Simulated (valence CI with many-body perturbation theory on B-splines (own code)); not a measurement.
**Energy levels of Pb LX**

Method: configuration interaction combined with many-body perturbation theory (CI+MBPT): five valence electrons over a frozen Dirac-Fock core [Ar], a basis of 7 s, 7 p, 8 d, 6 f, 4 g, 1 h functions for each j, with the one-electron correlation potential Σ1, the two-electron term Σ2, the three-electron term Σ3, Breit, model QED; selected CI, second order for the rest, scaled by the run's own slope (own B-spline code, finite nucleus).

The last digits are not significant, and no measured levels were compared; by estimate large intervals hold to a few tenths of a per cent, small ones and those within an open d or f shell to about a per cent. Excitations out of the core, of the other parity, are not computed and may begin above about 287 eV (a cautious bound); beyond it only levels of the ground parity were kept, without lifetimes. Only levels of the ground parity were solved; by the run's estimate the other parity begins above the list, which can be wrong where configurations are misplaced.

Levels 1 to 37 of 37, with energies above the lowest level, (3d3/2^4 3d5/2) J=5/2. "Leading %" is the weight of the configuration and term that name the level; weights of strongly mixed levels are sums over their largest components and can fall short. In the jj column 3d3/2^4 stands for four electrons in 3d with j = 3/2. Lifetimes count E1, E2, E3, M1 and M2 decay at the calculated energies, and are blank where another channel may lead or the interval is too uncertain; long ones can be off by a factor of two.

| No. | Configuration | Term | J | E (× 10³ cm⁻¹) | Leading % | Lifetime | Second component | Leading jj |
| --- | --- | --- | --- | --- | --- | --- | --- | --- |
| 1 | 3d5 | 2D | 5/2 | 0.00 | 27 |  | 23 % 3d5 4P | 3d3/2^4 3d5/2 (99 %) |
| 2 | 3d5 | 6S | 5/2 | 818.52 | 32 | 59.6 ns | 22 % 3d5 2F | 3d3/2^3 3d5/2^2 (98 %) |
| 3 | 3d5 | 4G | 7/2 | 920.81 | 31 | 135 ns | 26 % 3d5 2F | 3d3/2^3 3d5/2^2 (100 %) |
| 4 | 3d5 | 2H | 11/2 | 928.61 | 46 |  | 30 % 3d5 4G | 3d3/2^3 3d5/2^2 (100 %) |
| 5 | 3d5 | 4D | 3/2 | 941.63 | 37 | 61.2 ns | 27 % 3d5 4P | 3d3/2^3 3d5/2^2 (99 %) |
| 6 | 3d5 | 2G | 9/2 | 984.98 | 35 | 198 μs | 23 % 3d5 4G | 3d3/2^3 3d5/2^2 (99 %) |
| 7 | 3d5 | 2D | 5/2 | 1023.7 | 38 | 4.90 μs | 23 % 3d5 4D | 3d3/2^3 3d5/2^2 (98 %) |
| 8 | 3d5 | 2F | 7/2 | 1062.1 | 39 | 1.99 μs | 36 % 3d5 2G | 3d3/2^3 3d5/2^2 (99 %) |
| 9 | 3d5 | 4P | 1/2 | 1067.3 | 36 | 23.8 μs | 35 % 3d5 2S | 3d3/2^3 3d5/2^2 (96 %) |
| 10 | 3d5 | 2D | 3/2 | 1234.8 | 65 | 959 ns | 17 % 3d5 4F | 3d3/2^3 3d5/2^2 (96 %) |
| 11 | 3d5 | 6S | 5/2 | 1728.4 | 38 | 30.8 ns | 26 % 3d5 4G | 3d3/2^2 3d5/2^3 (97 %) |
| 12 | 3d5 | 4G | 11/2 | 1809.4 | 51 | 80.3 ns | 49 % 3d5 2I | 3d3/2^2 3d5/2^3 (100 %) |
| 13 | 3d5 | 4D | 7/2 | 1810.2 | 52 | 53.9 ns | 42 % 3d5 4G | 3d3/2^2 3d5/2^3 (100 %) |
| 14 | 3d5 | 4G | 9/2 | 1829.3 | 65 | 80.5 ns | 34 % 3d5 2G | 3d3/2^2 3d5/2^3 (99 %) |
| 15 | 3d5 | 2I | 13/2 | 1852.5 | 100 | 423 ns |  | 3d3/2^2 3d5/2^3 (100 %) |
| 16 | 3d5 | 4D | 1/2 | 1882.3 | 79 | 42.9 ns | 18 % 3d5 2S | 3d3/2^2 3d5/2^3 (99 %) |
| 17 | 3d5 | 4P | 3/2 | 1892.2 | 54 | 32.9 ns | 36 % 3d5 4F | 3d3/2^2 3d5/2^3 (99 %) |
| 18 | 3d5 | 2F | 5/2 | 1899.2 | 42 | 58.3 ns | 34 % 3d5 4D | 3d3/2^2 3d5/2^3 (99 %) |
| 19 | 3d5 | 2H | 9/2 | 1946.0 | 53 | 52.3 ns | 47 % 3d5 4F | 3d3/2^2 3d5/2^3 (100 %) |
| 20 | 3d5 | 2G | 7/2 | 1968.0 | 61 | 164 ns | 36 % 3d5 2F | 3d3/2^2 3d5/2^3 (100 %) |
| 21 | 3d5 | 2D | 3/2 | 1990.5 | 82 | 126 ns | 16 % 3d5 4D | 3d3/2^2 3d5/2^3 (96 %) |
| 22 | 3d5 | 4F | 5/2 | 1992.5 | 66 | 47.4 ns | 26 % 3d5 2D | 3d3/2^2 3d5/2^3 (99 %) |
| 23 | 3d5 | 2G | 7/2 | 2050.7 | 49 | 97.7 ns | 32 % 3d5 2F | 3d3/2^2 3d5/2^3 (98 %) |
| 24 | 3d5 | 4P | 1/2 | 2053.1 | 48 | 66.9 ns | 43 % 3d5 2P | 3d3/2^2 3d5/2^3 (93 %) |
| 25 | 3d5 | 2G | 9/2 | 2132.7 | 81 | 175 ns | 10 % 3d5 4F | 3d3/2^2 3d5/2^3 (99 %) |
| 26 | 3d5 | 2P | 3/2 | 2276.3 | 74 | 172 ns | 23 % 3d5 2D | 3d3/2^2 3d5/2^3 (99 %) |
| 27 | 3d5 | 2D | 5/2 | 2317.1 | 82 |  | 9 % 3d5 2F | 3d3/2^2 3d5/2^3 (98 %) |
| 28 | 3d5 | 4P | 5/2 | 2735.4 | 33 |  | 25 % 3d5 2F | 3d3/2 3d5/2^4 (98 %) |
| 29 | 3d5 | 2F | 7/2 | 2820.2 | 28 |  | 25 % 3d5 4F | 3d3/2 3d5/2^4 (100 %) |
| 30 | 3d5 | 2H | 11/2 | 2829.5 | 53 |  | 27 % 3d5 2I | 3d3/2 3d5/2^4 (100 %) |
| 31 | 3d5 | 4D | 3/2 | 2849.8 | 32 |  | 27 % 3d5 2D | 3d3/2 3d5/2^4 (99 %) |
| 32 | 3d5 | 2G | 9/2 | 2897.1 | 50 |  | 20 % 3d5 4F | 3d3/2 3d5/2^4 (99 %) |
| 33 | 3d5 | 2D | 5/2 | 2941.6 | 57 |  | 23 % 3d5 2F | 3d3/2 3d5/2^4 (97 %) |
| 34 | 3d5 | 2G | 7/2 | 2973.9 | 48 |  | 36 % 3d5 2F | 3d3/2 3d5/2^4 (99 %) |
| 35 | 3d5 | 2P | 1/2 | 3035.8 | 42 |  | 39 % 3d5 2S | 3d3/2 3d5/2^4 (96 %) |
| 36 | 3d5 | 2D | 3/2 | 3189.9 | 74 |  | 16 % 3d5 2P | 3d3/2 3d5/2^4 (98 %) |
| 37 | 3d5 | 2D | 5/2 | 3817.6 | 35 |  | 24 % 3d5 2F | 3d5/2^5 (98 %) |

The ionisation energy to 3d4 3P_0 of the next ion comes out as 6162.7 eV (NIST: 6162 ± 7 eV (theoretical)). All 37 levels together are meant to be complete up to 2312.0 × 10³ cm⁻¹.
